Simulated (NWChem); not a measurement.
Species: InGeH3Cl2; SMILES [Cl][In]([Cl])[GeH3]

Computed with NWChem. Medium grid unless said otherwise, to which SCAN and Minnesota functionals are sensitive. The geometry was optimised at PBE-D3(BJ)/def2-SVP. No frequency run checked for a minimum. def2 effective core potentials on In; no spin-orbit coupling. Hybrids' shares of exact exchange are those that their runs print; pure functionals count as 0. The functionals differ in more than this share.

| row | share of exact exchange | highest occupied level (eV) |
|---|---|---|
| PBE/def2-SVP | 0.00 | -6.97 |
| M06-L/def2-SVP | 0.00 | -7.22 |
| TPSSh/def2-SVP | 0.10 | -7.60 |
| B3LYP/def2-SVP | 0.20 | -7.88 |
| B3PW91/def2-SVP | 0.20 | -8.00 |
| PW6B95/def2-SVP | 0.28 | withheld |

Fit a straight line of the last column on the one before it, predict the withheld value, and compare with the run.


1. Means of the 5 shown rows: x = 0.100, y = -7.534. Slope Σ(x − x̄)(y − ȳ)/Σ(x − x̄)² = -0.1690/0.04000 = -4.225; intercept -7.112.
2. The shown rows scatter about the line by 0.094 (root mean square); the largest residual is +0.14, at PBE/def2-SVP.
3. At x = 0.28 (PW6B95/def2-SVP; beyond the shown range) the line gives -8.30.
4. The run gives -8.21, +0.09 from the line, 1.0 times the scatter.
